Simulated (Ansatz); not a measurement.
Frontier orbitals of C6H10BClO2 (`CC1=CC(C)=[O+][B-](C)(Cl)O1`).

| atom | x (Å) | y (Å) | z (Å) |
| --- | --- | --- | --- |
| C1 | -1.2598 | 1.8575 | -1.7426 |
| C2 | -0.6149 | 0.8410 | -0.8755 |
| C3 | 0.5320 | 0.1543 | -1.2496 |
| C4 | 1.1689 | -0.6300 | -0.2977 |
| C5 | 2.5004 | -1.2437 | -0.5248 |
| O6 | 0.6523 | -0.8463 | 0.8535 |
| B7 | -0.7987 | -0.5286 | 1.1200 |
| C8 | -1.0452 | -0.2275 | 2.6480 |
| Cl9 | -1.7813 | -1.9781 | 0.4619 |
| O10 | -1.1701 | 0.6570 | 0.2633 |
| H11 | -2.2433 | 1.4836 | -2.0415 |
| H12 | -0.6691 | 2.0722 | -2.6308 |
| H13 | -1.4249 | 2.7732 | -1.1714 |
| H14 | 0.9895 | 0.3317 | -2.2105 |
| H15 | 2.9497 | -0.9130 | -1.4589 |
| H16 | 2.3817 | -2.3309 | -0.5431 |
| H17 | 3.1593 | -1.0071 | 0.3130 |
| H18 | -2.0973 | -0.0019 | 2.8355 |
| H19 | -0.4509 | 0.6268 | 2.9886 |
| H20 | -0.7783 | -1.0900 | 3.2627 |

Total charge 0; spin multiplicity 1. All single points use the PBE0-D4/def2-TZVP geometry. Basis def2-TZVPP, the Gaussian-basis code of Ansatz.

| functional | HOMO (eV) | LUMO (eV) |
| --- | --- | --- |
| HSE06 (plane-wave form) | -7.02 | -2.60 |

**Question.** Give HOMO and LUMO (eV) with LDA (SPW92), PBE, revPBE, BLYP, r2SCAN, B97M-V, PBE0, B3LYP, r2SCANh, r2SCAN0, BHLYP, CAM-B3LYP, LC-ωPBE, ωB97X-V, ωB97M-V, HF. (Best estimate.)

**Answer.** The calculation gave: 
```csv
functional,HOMO,LUMO
LDA (SPW92),-6.30,-3.31
PBE,-6.16,-3.08
revPBE,-6.09,-3.00
BLYP,-6.01,-2.96
r2SCAN,-6.44,-2.96
B97M-V,-6.54,-2.87
PBE0,-7.42,-2.23
B3LYP,-7.19,-2.44
r2SCANh,-6.91,-2.64
r2SCAN0,-7.60,-2.15
BHLYP,-8.52,-1.19
CAM-B3LYP,-8.74,-1.14
LC-ωPBE,-10.02,-0.05
ωB97X-V,-9.70,-0.08
ωB97M-V,-9.60,-0.13
HF,-10.14,1.60
```

B3LYP here is the variant with VWN-RPA as its local correlation; programs differ in this. LC-ωPBE has ω = 0.4 bohr⁻¹.
